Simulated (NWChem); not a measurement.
Molecule: C₃H₆OSi; SMILES C=C1OC[SiH2]1

```xyz
11

C      0.4862    -2.0887     0.0000
C      0.1201    -0.8062     0.0000
O     -1.2117    -0.3819     0.0000
C     -1.1115     1.0775     0.0000
Si     0.8021     0.9498     0.0000
H      1.5366    -2.3575     0.0000
H     -0.2469    -2.8914     0.0000
H     -1.5993     1.4847     0.8919
H     -1.5993     1.4847    -0.8919
H      1.5261     1.4271     1.2094
H      1.5261     1.4271    -1.2094
```
Atoms are numbered in this order, from 1.

Level: B3LYP/6-31G* (spherical d) (NWChem), optimised geometry, unscaled harmonic frequencies. B3LYP is NWChem's, with the RPA form of VWN correlation.

Question: List the harmonic frequencies with IR intensities, and the thermochemistry.

Answer: 
```tsv
frequency (cm⁻¹)	IR intensity (km/mol)
113	5.0
320	1.4
332	1.0
479	8.7
532	10.4
616	4.3
658	22.2
724	0.2
733	10.5
796	92.1
844	38.4
848	35.6
886	28.5
972	140.0
1017	172.3
1164	86.9
1183	2.2
1290	20.3
1433	0.8
1514	0.7
1717	55.6
2242	140.7
2253	154.3
3069	43.5
3117	21.6
3174	1.8
3263	4.9
```

```
Item                                                                               Result
-----------------------------------------------------------------------  ----------------
zero-point energy                                                           50.4 kcal/mol
thermal correction to the enthalpy at 298.15 K (with zero-point energy)     54.6 kcal/mol
heat capacity Cv                                                         21.0 cal/(mol K)
entropy at 298.15 K and 1 atm (symmetry number 1)                        74.7 cal/(mol K)
dipole moment                                                                      1.79 D
```

Rigid rotor and harmonic oscillator.
